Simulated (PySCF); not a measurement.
Compound: GeH₉NSi₂.
Geometry (PBE0-D3(BJ)/def2-SVP, Å), atoms numbered from 1 in this order:
```
atom  x, y, z in Å
Si1   -1.710    1.210   -0.116
N2    -1.112   -0.406    0.127
Si3    0.510   -1.045    0.031
Ge4    2.140    0.689    0.120
H5    -2.761    1.528    0.899
H6    -0.557    2.144    0.042
H7    -2.314    1.433   -1.468
H8    -1.832   -1.116    0.245
H9     0.746   -1.830   -1.226
H10    0.742   -1.993    1.168
H11    3.536    0.035    0.140
H12    1.990    1.549    1.389
H13    2.062    1.612   -1.110
```

The calculation used PBE0-D3(BJ)/def2-SVP geometry optimisation, gas phase in PySCF.

Masses are those of the commonest isotopes; rigid-rotor values at the optimised geometry. The values belong to one conformer with, in the numbering `[SiH3:1][NH:2][SiH2:3][GeH3:4]`, Si1–N2–Si3–Ge4 17°.

Problem. What are A, B and C (MHz)?

Solution. Ia = 122.64, Ib = 413.93, Ic = 517.69 u·Å²; 505379 MHz·u·Å²/I gives A = 4121, B = 1221, C = 976.2 MHz.

Problem. Classify the top.

Solution. An asymmetric top. Ray's parameter κ = (2B − A − C)/(A − C) = -0.844; −1 is the prolate and +1 the oblate limit.

Problem. What does the inertial defect say?

Solution. Not planar: Δ = Ic − Ia − Ib = -18.88 u·Å². For a rigid frame Δ = −2 Σ m c², so Σ m c² = 9.44 u·Å² lies off the ab plane: 9.07 from hydrogen and 0.37 from heavier atoms. The atom farthest from that plane is 1.35 Å away.

Problem. Give the other two planar moments, Paa and Pbb, and the rms extents of the mass along the axes.

Solution. Paa = Σ m a² = (Ib + Ic − Ia)/2 = 404.49 and Pbb = Σ m b² = (Ia + Ic − Ib)/2 = 113.20 u·Å². With the mass M = 152.95 u, the rms extents √(P/M) along a, b and c are 1.63, 0.86, 0.25 Å.

Problem. Which types of transition are allowed, and where do some lines up to J = 4 fall?

Solution. The dipole components are |μa| = 0.89 D, |μb| = 0.62 D, |μc| = 0.15 D. The squared components, which scale the intensities, stand as 1.00 : 0.48 : 0.03 (a : b : c). Some of the stronger lines:

```csv
type,branch,"J(Ka,Kc)",MHz,lower level (cm⁻¹)
a,Q,"2(1,1) ← 2(1,2)",734,0.308
b,R,"4(1,3) ← 3(2,2)",905,0.843
b,R,"2(0,2) ← 1(1,1)",1480,0.170
b,Q,"1(1,0) ← 1(0,1)",3144,0.073
a,R,"3(1,3) ← 2(1,2)",6215,0.308
a,R,"3(1,2) ← 2(1,1)",6949,0.333
a,R,"4(0,4) ← 3(0,3)",8643,0.437
a,R,"4(3,2) ← 3(3,1)",8817,1.347
a,R,"4(3,1) ← 3(3,0)",8820,1.347
b,Q,"4(2,3) ← 4(1,4)",10315,0.792
b,R,"3(2,1) ← 2(1,2)",16099,0.308
b,R,"4(3,2) ← 3(2,1)",23862,0.845
b,R,"4(4,1) ← 3(3,0)",29945,1.347
b,R,"4(4,0) ← 3(3,1)",29946,1.347
```

PBE0-D3(BJ)/def2-SVP frequencies: not computed here. These are rigid-rotor constants of the computed structure; measured ground-state constants (B0) also hold zero-point vibration. A rigid rotor knows nothing of internal rotation, which can split or shift real lines. Quadrupole hyperfine structure (14N) is left out.
